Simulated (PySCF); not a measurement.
# One molecule, several mistakes: B2ClH2N

All numbers below are calculated, not measured. The program is PySCF 2.14.0, an open-source quantum chemistry code, run on an isolated molecule that a program drew, which may never have been made. The molecule is B2ClH2N (charge 0, singlet), drawn as the SMILES string `BN=BCl`.

Each row is a Hartree-Fock (HF) and frozen-core CCSD(T) single point in the cc-pV(D+d)Z basis, meant for a local HF minimum. Run 1 is clean. Each other run has one planted mistake out of seven kinds, and not every kind appears here: one electron removed, one electron added, multiplicity raised by two, geometry at a saddle point, minimal basis STO-3G, one bond length entered in bohr, all coordinates scaled. The reference is restricted for singlets and unrestricted otherwise, and also for a bond in bohr. Adding or removing an electron swaps singlet and doublet. Electrons count all cores. HOMO and LUMO are orbital energies over both spins, the gradient is its largest component, and the lowest frequency (negative if imaginary) is given only where the gradient is small. Bond lengths are over the 5 bonds as drawn. T1 is the CCSD diagnostic: over 0.02 (restricted) or 0.045 (unrestricted) a single reference is doubtful.

Geometry of the clean run:
```xyz
6
B2ClH2N, angstrom
B    -0.6149    2.1557    1.3228
N    -0.7271    1.6863   -0.0001
B    -0.8247    1.2713   -1.1647
Cl   -0.9584    0.7030   -2.7599
H     0.0788    3.1064    1.5650
H    -1.2130    1.6052    2.2076
```

```
run,electrons,basis functions,<S^2>,HOMO (eV),LUMO (eV),gradient (hartree/bohr),lowest frequency (cm^-1),mean bond (Å),longest bond (Å),T1,HF (hartree),CCSD(T) (hartree),mistake
1,36,75,0.000,-10.64,2.33,4.2e-05,135,1.3500,1.699,0.0136,-564.56551,-565.06724,no fault
2,36,75,2.040,-5.38,-1.44,1.2e-01,-,1.3500,1.699,0.0513,-564.39683,-564.89742,multiplicity raised by two
3,35,75,0.764,-18.64,-7.69,1.5e-01,-,1.3500,1.699,0.0392,-564.23130,-564.70073,one electron removed
4,36,75,0.000,-10.61,2.07,4.7e-02,-,1.4121,1.777,0.0151,-564.55132,-565.06149,all coordinates scaled
5,37,75,0.843,0.56,9.29,3.0e-02,-,1.3500,1.699,0.0215,-564.51050,-565.03518,?
```

**Which mistake was planted in run 5, and what did it cost?**

It counts 37 electrons, one more than the clean run, at the same geometry and basis. So the mistake is: one electron added. Subtracting run 1 and multiplying by 627.51 kcal/mol a hartree, the energy moved by 34.5 kcal/mol in HF and 20.1 kcal/mol in CCSD(T).

Cautions from the logs. Run 2: T1 is over the limit, so its CCSD(T) energy is less reliable; run 5: the HOMO is above zero, so the electron isn't bound and the energy depends on the basis.
